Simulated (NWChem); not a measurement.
System: SiH₃TeOF; SMILES F[Te]O[SiH3]

NWChem input:

```
start job
memory heap 200 mb stack 900 mb global 1100 mb
geometry units angstroms noautoz
  Te     0.086170    -0.819495     0.296666
  F     -1.748037    -1.019550    -0.378626
  O      0.519016     0.934083    -0.570592
  Si    -0.015754     2.393886     0.135670
  H     -1.513877     2.418593     0.249147
  H      0.457215     3.476461    -0.789190
  H      0.589454     2.580564     1.501199
end
basis spherical
  * library def2-svp
end
ecp
  Te library def2-ecp
end
dft
  xc xpbe96 cpbe96
  grid coarse
  iterations 150
  mulliken
end
task dft gradient
```

Output (shortened):

```
             Northwest Computational Chemistry Package (NWChem) 7.3.0
             --------------------------------------------------------

 C1  symmetry detected

                             Geometry "geometry" -> ""
                             -------------------------

 Output coordinates in angstroms (scale by  1.889725989 to convert to a.u.)

  No.       Tag          Charge          X              Y              Z
 ---- ---------------- ---------- -------------- -------------- --------------
    1 Te                  52.0000     0.29432531    -0.77549206     0.04901314
    2 F                    9.0000    -1.63098728    -1.14669858    -0.07642101
    3 O                    8.0000     0.28302634     1.06040065    -0.75341952
    4 Si                  14.0000    -0.14923176     2.40923571     0.20031350
    5 H                    1.0000    -1.54032313     2.25663151     0.74752164
    6 H                    1.0000    -0.07730319     3.58719848    -0.72611206
    7 H                    1.0000     0.81662950     2.58953900     1.34066327

 Effective nuclear repulsion energy (a.u.)     465.2482311477

 Summary of "ao basis" -> "ao basis" (spherical)
 ------------------------------------------------------------------------------
       Tag                 Description            Shells   Functions and Types
 ---------------- ------------------------------  ------  ---------------------
 Te                         def2-svp                10       26   4s4p2d
 F                          def2-svp                 6       14   3s2p1d
 O                          def2-svp                 6       14   3s2p1d
 Si                         def2-svp                 8       18   4s3p1d
 H                          def2-svp                 3        5   2s1p

            General Information
            -------------------
          SCF calculation type: DFT
          Wavefunction type:  closed shell.
          No. of atoms     :     7
          No. of electrons :    58
           Alpha electrons :    29
            Beta electrons :    29
          Charge           :     0
          Spin multiplicity:     1
          Use of symmetry is: off; symmetry adaption is: off
          Maximum number of iterations: 150
          AO basis - number of functions:    87
                     number of shells:    39
          Convergence on energy requested:  1.00D-06
          Convergence on density requested:  1.00D-05
          Convergence on gradient requested:  5.00D-04

              XC Information
              --------------
          PerdewBurkeErnzerhof Exchange Functional  1.000
            Perdew 1991 LDA Correlation Functional  1.000 local
           PerdewBurkeErnz. Correlation Functional  1.000 non-local

             Grid Information
             ----------------
          Grid used for XC integration:  coarse
          Radial quadrature: Mura-Knowles
          Angular quadrature: Lebedev.
          Tag              B.-S. Rad. Rad. Pts. Rad. Cut. Ang. Pts.
          ---              ---------- --------- --------- ---------
          Te                  1.40      104          11.0       302
          F                   0.50       35          12.0       302
          O                   0.60       35           8.0       302
          Si                  1.10       70          10.0       302
          H                   0.35       35          12.0       302
          Grid pruning is: on
          Number of quadrature shells:   349
          Spatial weights used:  Erf1

      Superposition of Atomic Density Guess
      -------------------------------------

 Sum of atomic energies:        -775.44376500

      Non-variational initial energy
      ------------------------------

 Total energy =    -731.578612
 1-e energy   =   -1634.191349
 2-e energy   =     640.340179
 HOMO         =      -0.209603
 LUMO         =      -0.075066

     ---------------------------------------------
      Total Density - Mulliken Population Analysis
     ---------------------------------------------

    Atom       Charge   Shell Charges
 -----------   ------   -------------------------------------------------------
    1 Te  24    22.83   1.77  0.27  1.22  0.64  2.92  3.11  1.44  1.36  9.85  0.25
    2 F    9     9.66   1.99  1.15  0.81  3.49  2.21  0.00
    3 O    8     8.96   1.99  1.11  0.73  3.00  2.12  0.00
    4 Si  14    13.26   2.00  1.99  0.97  0.26  5.94  1.01  0.92  0.18
    5 H    1     1.09   0.70  0.38  0.01
    6 H    1     1.10   0.70  0.39  0.01
    7 H    1     1.09   0.70  0.38  0.01

   convergence    iter        energy       DeltaE   RMS-Dens  Diis-err
 ---------------- ----- ----------------- --------- --------- ---------
 d= 0,ls=0.0,diis     1   -733.6928425806 -9.96D+02  3.02D-02  9.31D-01
 d= 0,ls=0.0,diis     2   -732.8891194983  8.04D-01  2.00D-02  8.38D+00
 d= 0,ls=0.0,diis     3   -733.8116542872 -9.23D-01  3.99D-03  5.61D-02
 d= 0,ls=0.0,diis     4   -733.8076628868  3.99D-03  2.64D-03  1.03D-01
 d= 0,ls=0.0,diis     5   -733.8165286632 -8.87D-03  1.06D-03  1.40D-02
  Resetting Diis
 d= 0,ls=0.0,diis     6   -733.8181843656 -1.66D-03  1.52D-04  8.98D-05
 d= 0,ls=0.0,diis     7   -733.8181976756 -1.33D-05  1.06D-04  9.29D-06
 d= 0,ls=0.0,diis     8   -733.8181946071  3.07D-06  6.09D-05  3.32D-05
 d= 0,ls=0.0,diis     9   -733.8181989705 -4.36D-06  1.62D-05  4.21D-06
 d= 0,ls=0.0,diis    10   -733.8181994076 -4.37D-07  3.29D-06  1.67D-07

         Total DFT energy =     -733.818199407616
      One electron energy =    -1635.552624098799
           Coulomb energy =      700.965240879047
    Exchange-Corr. energy =      -61.503374168784
 Nuclear repulsion energy =      262.272557980920

 Numeric. integr. density =       58.000046789785

                       DFT Final Molecular Orbital Analysis
                       ------------------------------------

 Vector   27  Occ=2.000000D+00  E=-2.896855D-01
              MO Center= -1.4D-01,  1.9D+00, -2.4D-01, r^2= 4.1D+00
   Bfn.  Coefficient  Atom+Function         Bfn.  Coefficient  Atom+Function
  ----- ------------  ---------------      ----- ------------  ---------------
    46      0.320447  3 O  pz                78      0.289870  6 H  s
    49      0.245182  3 O  pz                79      0.209988  6 H  s
    73     -0.185313  5 H  s                 12      0.180336  1 Te py
    64     -0.179786  4 Si pz                31      0.175749  2 F  py
    83     -0.143063  7 H  s                 34     -0.125354  2 F  py

 Vector   28  Occ=2.000000D+00  E=-2.755715D-01
              MO Center= -3.1D-02,  1.5D+00,  2.7D-02, r^2= 3.1D+00
   Bfn.  Coefficient  Atom+Function         Bfn.  Coefficient  Atom+Function
  ----- ------------  ---------------      ----- ------------  ---------------
    44      0.440627  3 O  px                47      0.331510  3 O  px
    83     -0.249647  7 H  s                 73      0.230503  5 H  s
    84     -0.202902  7 H  s                 74      0.179700  5 H  s
    62     -0.155326  4 Si px                46      0.139938  3 O  pz
    30     -0.129523  2 F  px                49      0.108127  3 O  pz

 Vector   29  Occ=2.000000D+00  E=-1.905368D-01
              MO Center=  1.7D-01, -6.6D-01,  5.1D-03, r^2= 2.7D+00
   Bfn.  Coefficient  Atom+Function         Bfn.  Coefficient  Atom+Function
  ----- ------------  ---------------      ----- ------------  ---------------
    13      0.554209  1 Te pz                16      0.449897  1 Te pz
    32      0.222232  2 F  pz                10     -0.209183  1 Te pz
    12      0.201217  1 Te py                46     -0.201736  3 O  pz
    15      0.198265  1 Te py                35     -0.169848  2 F  pz
     7     -0.162496  1 Te pz                49     -0.156934  3 O  pz

 Vector   30  Occ=0.000000D+00  E=-1.162056D-01
              MO Center=  2.3D-01, -7.3D-01,  5.3D-02, r^2= 3.1D+00
   Bfn.  Coefficient  Atom+Function         Bfn.  Coefficient  Atom+Function
  ----- ------------  ---------------      ----- ------------  ---------------
    14      0.513580  1 Te px                11      0.449840  1 Te px
    15      0.365403  1 Te py                12      0.292058  1 Te py
    30     -0.290175  2 F  px                33      0.230991  2 F  px
    29      0.215615  2 F  s                 43     -0.183654  3 O  s
     8     -0.170435  1 Te px                44     -0.148814  3 O  px

 Vector   31  Occ=0.000000D+00  E=-1.001535D-01
              MO Center=  9.7D-02, -2.7D-01, -6.7D-02, r^2= 3.6D+00
   Bfn.  Coefficient  Atom+Function         Bfn.  Coefficient  Atom+Function
  ----- ------------  ---------------      ----- ------------  ---------------
    15      0.432698  1 Te py                43     -0.394536  3 O  s
     3      0.370158  1 Te s                 12      0.368479  1 Te py
    14     -0.319847  1 Te px                11     -0.274573  1 Te px
    16     -0.240997  1 Te pz                45      0.231754  3 O  py
    13     -0.208156  1 Te pz                48      0.204037  3 O  py

 Vector   32  Occ=0.000000D+00  E= 2.595299D-03
              MO Center= -1.5D-01,  2.2D+00,  3.0D-01, r^2= 4.3D+00
   Bfn.  Coefficient  Atom+Function         Bfn.  Coefficient  Atom+Function
  ----- ------------  ---------------      ----- ------------  ---------------
    66      1.111183  4 Si py                79     -0.593445  6 H  s
    43      0.382913  3 O  s                  3      0.363107  1 Te s
    67      0.337256  4 Si pz                15      0.326122  1 Te py
    48      0.266500  3 O  py                45      0.230376  3 O  py
    63      0.230261  4 Si py                65     -0.226835  4 Si px

     ---------------------------------------------
      Total Density - Mulliken Population Analysis
     ---------------------------------------------

    Atom       Charge   Shell Charges
 -----------   ------   -------------------------------------------------------
    1 Te  24    23.37   1.77  0.28  1.43  0.45  2.90  3.13  1.91  1.30  9.82  0.38
    2 F    9     9.36   1.99  1.13  0.84  3.29  2.11  0.00
    3 O    8     8.55   1.99  1.10  0.75  2.80  1.91  0.01
    4 Si  14    13.53   2.00  1.98  1.07  0.18  5.92  1.26  0.87  0.25
    5 H    1     1.06   0.73  0.32  0.01
    6 H    1     1.06   0.73  0.32  0.01
    7 H    1     1.07   0.73  0.33  0.01

     -------------------------------------------
      Total Density - Lowdin Population Analysis
     -------------------------------------------

    Atom       Charge   Shell Charges
 -----------   ------   -------------------------------------------------------
    1 Te  24    23.45   1.23  0.75  1.10  0.76  2.73  3.15  1.88  1.54  9.57  0.74
    2 F    9     9.31   1.98  1.05  0.84  3.18  2.25  0.00
    3 O    8     8.40   1.97  0.97  0.68  2.66  2.11  0.01
    4 Si  14    13.57   2.00  1.93  0.68  0.36  5.81  1.27  1.13  0.39
    5 H    1     1.09   0.64  0.42  0.02
    6 H    1     1.09   0.64  0.42  0.02
    7 H    1     1.10   0.64  0.43  0.02

     Multipole analysis of the density
     ---------------------------------

     L   x y z        total         alpha         beta         nuclear
     -   - - -        -----         -----         ----         -------
     0   0 0 0     -0.000000    -29.000000    -29.000000     58.000000

     1   1 0 0      0.735092      8.154265      8.154265    -15.573437
     1   0 1 0     -0.039841    -20.536465    -20.536465     41.033090
     1   0 0 1      0.465712      1.529556      1.529556     -2.593399

     2   2 0 0    -38.606527    -72.901727    -72.901727    107.196926
     2   1 1 0     -2.392033    -13.843420    -13.843420     25.294807
     2   1 0 1      0.499591      1.422673      1.422673     -2.345756
     2   0 2 0    -35.252922   -269.727693   -269.727693    504.202465
     2   0 1 1     -0.225161     -5.103782     -5.103782      9.982403
     2   0 0 2    -39.678109    -34.295628    -34.295628     28.913146

            General Information
            -------------------
          SCF calculation type: DFT
          Wavefunction type:  closed shell.
          No. of atoms     :     7
          No. of electrons :    58
           Alpha electrons :    29
            Beta electrons :    29
          Charge           :     0
          Spin multiplicity:     1
          Use of symmetry is: off; symmetry adaption is: off
          Maximum number of iterations: 150
          AO basis - number of functions:    87
                     number of shells:    39
          Convergence on energy requested:  1.00D-06
          Convergence on density requested:  1.00D-05
          Convergence on gradient requested:  5.00D-04

              XC Information
              --------------
          PerdewBurkeErnzerhof Exchange Functional  1.000
            Perdew 1991 LDA Correlation Functional  1.000 local
           PerdewBurkeErnz. Correlation Functional  1.000 non-local

             Grid Information
             ----------------
          Grid used for XC integration:  coarse
          Radial quadrature: Mura-Knowles
          Angular quadrature: Lebedev.
          Tag              B.-S. Rad. Rad. Pts. Rad. Cut. Ang. Pts.
          ---              ---------- --------- --------- ---------
          Te                  1.40      104          11.0       302
          F                   0.50       35          12.0       302
          O                   0.60       35           8.0       302
          Si                  1.10       70          10.0       302
          H                   0.35       35          12.0       302
          Grid pruning is: on
          Number of quadrature shells:   349
          Spatial weights used:  Erf1

          Convergence Information
          -----------------------
          Convergence aids based upon iterative change in
          total energy or number of iterations.
          Levelshifting, if invoked, occurs when the
          HOMO/LUMO gap drops below (HL_TOL):  1.00D-02
          DIIS, if invoked, will attempt to extrapolate
          using up to (NFOCK): 10 stored Fock matrices.

                    Damping( 0%)  Levelshifting(0.5)       DIIS
                  --------------- ------------------- ---------------
          dE  on:    start            ASAP                start
          dE off:    2 iters        150 iters           150 iters

                            NWChem DFT Gradient Module
                            --------------------------

  charge          =   0.00
  wavefunction    = closed shell

                         DFT ENERGY GRADIENTS

    atom               coordinates                        gradient
                 x          y          z           x          y          z
   1 Te      0.556194  -1.465467   0.092621    0.000191   0.001230  -0.000244
   2 F      -3.082119  -2.166946  -0.144415   -0.000219   0.000101  -0.000019
   3 O       0.534842   2.003867  -1.423756   -0.000036  -0.000729   0.000400
   4 Si     -0.282007   4.552795   0.378538    0.000105  -0.000490  -0.000163
   5 H      -2.910789   4.264415   1.412611   -0.000194  -0.000143   0.000053
   6 H      -0.146082   6.778822  -1.372153    0.000017   0.000132  -0.000149
   7 H       1.543206   4.893519   2.533486    0.000137  -0.000101   0.000122
```

Level: PBE/def2-SVP with def2 effective core potentials on Te. The geometry was optimised at PBE-D3(BJ)/def2-SVP. def2 effective core potentials on Te; no spin-orbit coupling.
